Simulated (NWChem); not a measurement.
System: CH5FSSi; SMILES CS[SiH2]F

Input file for NWChem:

```
start job
memory heap 200 mb stack 900 mb global 1100 mb
geometry units angstroms noautoz
  Si     0.459996     1.038868    -0.161011
  F     -0.664136     1.999875     0.494861
  S      0.394527    -0.957760     0.566677
  C     -1.115077    -1.598507    -0.285558
  H      0.216081     1.043254    -1.625297
  H      1.798121     1.553850     0.210081
  H     -1.131363    -2.677768    -0.121767
  H     -2.019063    -1.158579     0.140006
  H     -1.071491    -1.401850    -1.359585
end
basis spherical
  * library def2-svp
end
dft
  xc slater pw91lda
  iterations 150
  mulliken
end
task dft energy
```

Output (shortened):

```
             Northwest Computational Chemistry Package (NWChem) 7.3.0
             --------------------------------------------------------

 C1  symmetry detected

                             Geometry "geometry" -> ""
                             -------------------------

 Output coordinates in angstroms (scale by  1.889725989 to convert to a.u.)

  No.       Tag          Charge          X              Y              Z
 ---- ---------------- ---------- -------------- -------------- --------------
    1 Si                  14.0000     0.38974001     0.96557293    -0.37199435
    2 F                    9.0000    -0.66153089     1.86216991     0.46962233
    3 S                   16.0000     0.56407845    -1.02847340     0.34475158
    4 C                    6.0000    -1.02785540    -1.75954109    -0.24435971
    5 H                    1.0000    -0.09755074     0.94973251    -1.77411562
    6 H                    1.0000     1.73908060     1.55912768    -0.22893145
    7 H                    1.0000    -0.95354946    -2.83723699    -0.08641283
    8 H                    1.0000    -1.87109631    -1.37125992     0.33010921
    9 H                    1.0000    -1.17758903    -1.56509265    -1.30919648

 Effective nuclear repulsion energy (a.u.)     223.2191036242

                                 NWChem DFT Module
                                 -----------------

 Summary of "ao basis" -> "ao basis" (spherical)
 ------------------------------------------------------------------------------
       Tag                 Description            Shells   Functions and Types
 ---------------- ------------------------------  ------  ---------------------
 Si                         def2-svp                 8       18   4s3p1d
 F                          def2-svp                 6       14   3s2p1d
 S                          def2-svp                 8       18   4s3p1d
 C                          def2-svp                 6       14   3s2p1d
 H                          def2-svp                 3        5   2s1p

            General Information
            -------------------
          SCF calculation type: DFT
          Wavefunction type:  closed shell.
          No. of atoms     :     9
          No. of electrons :    50
           Alpha electrons :    25
            Beta electrons :    25
          Charge           :     0
          Spin multiplicity:     1
          Use of symmetry is: off; symmetry adaption is: off
          Maximum number of iterations: 150
          AO basis - number of functions:    89
                     number of shells:    43
          Convergence on energy requested:  1.00D-06
          Convergence on density requested:  1.00D-05
          Convergence on gradient requested:  5.00D-04

              XC Information
              --------------
                        Slater Exchange Functional  1.000 local
            Perdew 1991 LDA Correlation Functional  1.000 local

             Grid Information
             ----------------
          Grid used for XC integration:  medium
          Radial quadrature: Mura-Knowles
          Angular quadrature: Lebedev.
          Tag              B.-S. Rad. Rad. Pts. Rad. Cut. Ang. Pts.
          ---              ---------- --------- --------- ---------
          Si                  1.10       88          11.0       590
          F                   0.50       49          12.0       434
          S                   1.00       88           9.0       590
          C                   0.70       49          11.0       434
          H                   0.35       45          12.0       434
          Grid pruning is: on
          Number of quadrature shells:   499
          Spatial weights used:  Erf1

      Superposition of Atomic Density Guess
      -------------------------------------

 Sum of atomic energies:        -825.49957972

      Non-variational initial energy
      ------------------------------

 Total energy =    -826.823625
 1-e energy   =   -1586.197138
 2-e energy   =     536.154409
 HOMO         =      -0.298324
 LUMO         =       0.054924

     ---------------------------------------------
      Total Density - Mulliken Population Analysis
     ---------------------------------------------

    Atom       Charge   Shell Charges
 -----------   ------   -------------------------------------------------------
    1 Si  14    12.99   2.00  1.99  0.94  0.21  5.93  0.93  0.76  0.22
    2 F    9     9.58   1.99  1.15  0.78  3.52  2.13  0.00
    3 S   16    16.39   2.00  1.99  1.20  0.66  5.94  1.78  2.78  0.04
    4 C    6     6.20   1.99  0.94  0.25  1.92  1.07  0.02
    5 H    1     1.09   0.70  0.38  0.01
    6 H    1     1.09   0.70  0.38  0.01
    7 H    1     0.89   0.67  0.19  0.02
    8 H    1     0.89   0.68  0.19  0.02
    9 H    1     0.89   0.67  0.19  0.02

   convergence    iter        energy       DeltaE   RMS-Dens  Diis-err
 ---------------- ----- ----------------- --------- --------- ---------
 d= 0,ls=0.0,diis     1   -824.7331521058 -1.05D+03  1.96D-02  1.01D+00
 d= 0,ls=0.0,diis     2   -824.5745687334  1.59D-01  1.33D-02  2.63D+00
 d= 0,ls=0.0,diis     3   -824.8055409321 -2.31D-01  3.28D-03  1.37D-01
 d= 0,ls=0.0,diis     4   -824.8134788888 -7.94D-03  1.83D-03  2.40D-02
 d= 0,ls=0.0,diis     5   -824.8167858891 -3.31D-03  4.98D-04  1.55D-03
  Resetting Diis
 d= 0,ls=0.0,diis     6   -824.8170017719 -2.16D-04  1.42D-04  1.20D-04
 d= 0,ls=0.0,diis     7   -824.8170183759 -1.66D-05  9.34D-05  1.24D-05
 d= 0,ls=0.0,diis     8   -824.8170142420  4.13D-06  5.87D-05  4.17D-05
 d= 0,ls=0.0,diis     9   -824.8170202743 -6.03D-06  5.06D-06  2.88D-07
 d= 0,ls=0.0,diis    10   -824.8170203086 -3.44D-08  1.44D-06  2.13D-08

         Total DFT energy =     -824.817020308640
      One electron energy =    -1588.791972808001
           Coulomb energy =      601.485601305670
    Exchange-Corr. energy =      -60.729752430510
 Nuclear repulsion energy =      223.219103624201

[...]
```

Level: LDA (Slater exchange, PW92)/def2-SVP. Geometry: optimised at B3LYP/6-31G* (spherical d).
